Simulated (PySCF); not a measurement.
**Worked example: chemical shift, span and skew from a shielding tensor**

CH₆O₃Si₂, SMILES O=C([SiH2]O)[SiH2]O. Atoms are numbered in the order given.

```xyz
12

O      0.0000     0.0000     1.3448
C      0.0000     0.0000     0.1127
Si    -1.7655     0.0000    -0.6739
O     -2.7494     0.0000     0.6613
Si     1.7655     0.0000    -0.6739
O      2.7494     0.0000     0.6613
H     -1.9340     1.2134    -1.5196
H     -1.9340    -1.2134    -1.5196
H     -2.2067     0.0000     1.4664
H      1.9340    -1.2134    -1.5196
H      1.9340     1.2134    -1.5196
H      2.2067     0.0000     1.4664
```

Coordinates come from a ωB97X-D3(BJ)/def2-SVP optimisation. This is a generated structure with no PubChem entry under its InChIKey; it may be hypothetical. The values are those of a single conformer.

GIAO shieldings from KT2/pcSseg-1 (PySCF), non-relativistic, no solvent. The symmetric part of the tensor of Si3 has the principal values 331.6, 387.8, 484.9 ppm. The same nucleus in TMS has σ = 361.9 ppm at this level (PySCF, at its B3LYP-D3(BJ)/def2-TZVP geometry).

Problem. Work out the isotropic shielding, the ²⁹Si shift against TMS, the span and the skew.

Solution. 
σ(iso) = (σ11 + σ22 + σ33)/3 = 401.4 ppm. δ = σ(ref) − σ(iso) = 361.9 − (401.4) = -39.5 ppm.
Span Ω = σ33 − σ11 = 153.3 ppm. Skew κ = 3(σ(iso) − σ22)/Ω = 0.27. Tumbling in solution averages the tensor to δ; in a static solid the shielding alone would spread this spin-1/2 line over Ω.
